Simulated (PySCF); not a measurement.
Finite-field polarisability of I (iodine, neutral)

[Kr] 4d10 5s2 5p5, 2P determinant. Computed with PySCF 2.14 in aug-cc-pwCVTZ-PP with ECP28MDF (8s7p6d4f1g, 96 functions), with scalar relativity through the core potential. Frozen: 4s2 4p6 4d10. Energy changes in a uniform field (μhartree):

```tsv
axis	F (au)	HF	MP2	CCSD	CCSD(T)
x	0.0026	-99.198	-101.258	-101.086	-101.506
x	0.0052	-396.872	-405.126	-404.441	-406.121
y	0.0025	-102.954	-105.556	-105.198	-105.848
y	0.005	-411.989	-422.414	-420.981	-423.591
```

By symmetry the remaining axis equals y.

Task: Derive α along x at CCSD(T) from the two fields.

Result: With ΔE = −αF²/2 − γF⁴/24, α = −(16 ΔE(F) − ΔE(2F))/(6F²) = 30.03 bohr³.

Task: And the mean polarisability at each level?

Result: The components xx, yy, zz at CCSD(T) are 30.03, 33.87, 33.87, the third axis being equal by symmetry to one of the two computed. Means: HF 31.74, MP2 32.50, CCSD 32.41, CCSD(T) 32.59 bohr³. Reference: 32.9 ± 1.3 bohr³ (recommended; Schwerdtfeger and Nagle, table of static dipole polarizabilities (2023 update)).
